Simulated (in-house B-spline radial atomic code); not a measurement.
**RPA and G0W0 on Hartree-Fock: C-**

Configuration [He] 2s2 2p3, highest spin, mean-field start Hartree-Fock. Computed with an all-electron radial atomic-structure program (B-spline basis): all electrons, non-relativistic, point nucleus, each spin shell either full or empty, empty states to l = 9 with an (l + 1/2)⁻⁴ tail; G0W0 by contour deformation at full frequency.

Command:
```bash
python run_gw.py task.json out
```
Settings (radii: box in bohr, nucleus in fm):
```
Z                        6
electrons                7
configuration            [He] 2s2 2p3
hamiltonian              nr
method                   hf
lmax                     9
spin_polarised           True
box_radius               60
intervals                50
```

Run time, properties included: 1.5 s on 1 thread of Arm Neoverse N1, on a shared host.

Energies (hartree):

```
                                     term      value
                         mean-field total  -37.71031
Hartree-Fock functional on these orbitals  -37.71031
                      direct second order   -0.29856
                    second-order exchange    0.13696
                         SOSEX correction    0.12138
```

(1) What is the RPA correlation energy, and what remains with SOSEX?

Quasi-particle levels (eV):

| level | occupied | mean field | Σx - vxc | Σc | QP weight | G0W0 |
| --- | --- | --- | --- | --- | --- | --- |
| 2p up | yes | -2.126 | 0.00 | ? | ? | ? |
| 2s down | yes | -5.793 | 0.00 | -0.23 | 0.868 | -6.027 |

G0W0 = mean field + (Σx - vxc) + Σc, with Σc (partial-wave tail included) taken at the quasi-particle energy. Levels of low weight are left out.

(2) Where does G0W0 put 2p up?

## Answers

(1) RPA gives -0.25621 hartree (-0.996 eV per electron); RPA + SOSEX gives -0.13483, and the second-order doubles (MP2) -0.1616 hartree. SOSEX takes back 47 % of the RPA value.

(2) At -1.671 eV, with Σc = 0.45 eV and a quasi-particle weight of 0.894. The tabulated removal energy is 1.262 eV (electron affinity of the neutral atom).
